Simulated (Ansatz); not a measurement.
Clusters of 3 atoms, alloy: PBE0-D4/def2-SVP single points in Ansatz on relaxed structures, gas phase. Each cluster is the lowest isomer that a short search found in that spin, judged at the geometry's level, and lower ones may exist. Core potentials for Ag, Au, Bi, Pd, Pt, Sn, no spin–orbit coupling. HOMO and LUMO are taken over both spins. Binding counts from free atoms in the multiplicity of their measured ground term, without zero-point energy. Singlets are spin-restricted. A dash marks a value that wasn't run or was left out as unsound. The structures are stationary points that may keep the symmetry of their start. Remarks come from the PBE and PBE0 runs and from stability tests at other levels; not every state was tested.

```
species  atoms    state             geometry  HOMO (eV)  LUMO (eV)  gap (eV)  binding per atom (eV)  point group (within 0.1 Å)               remarks
  Ag2Au      3  doublet  r2SCAN-D4/def2-TZVP      -4.53      -2.82      1.71                   0.96                         C2v                     –
  PtAu2      3  singlet   B3LYP-D4/def2-TZVP      -5.94      -3.33      2.61                   1.34                         C2v  restricted, untested
  AgSn2      3  doublet     PBE-D4/def2-TZVP      -4.94      -3.21      1.72                   1.51                         C2v                     –
  Al2Cu      3  doublet    PBE0-D4/def2-TZVP      -4.67      -2.89      1.77                   1.44                         C2v                     –
  Mg2Al      3  doublet  r2SCAN-D4/def2-TZVP      -4.20      -2.30      1.90                   0.50                         C2v                     –
  CuPd2      3  doublet     PBE-D4/def2-TZVP      -5.52      -2.83      2.69                   1.25                         C2v                     –
 AlCu2⁺      3  singlet     PBE-D4/def2-TZVP     -10.54      -6.63      3.91                      –                         D∞h                     –
  Ag2Sn      3  singlet   B3LYP-D4/def2-TZVP      -5.15      -2.94      2.21                   1.19                         C2v                     –
  SnBi2      3  singlet     PBE0-D4/def2-SVP      -5.63      -3.02      2.61                   1.72                         C2v                     –
 SnPt2⁺      3  doublet  r2SCAN-D4/def2-TZVP     -12.02      -9.21      2.82                      –                         C2v                     –
```

The gap (eV) runs from 1.71 (Ag2Au) to 3.91 (AlCu2⁺).
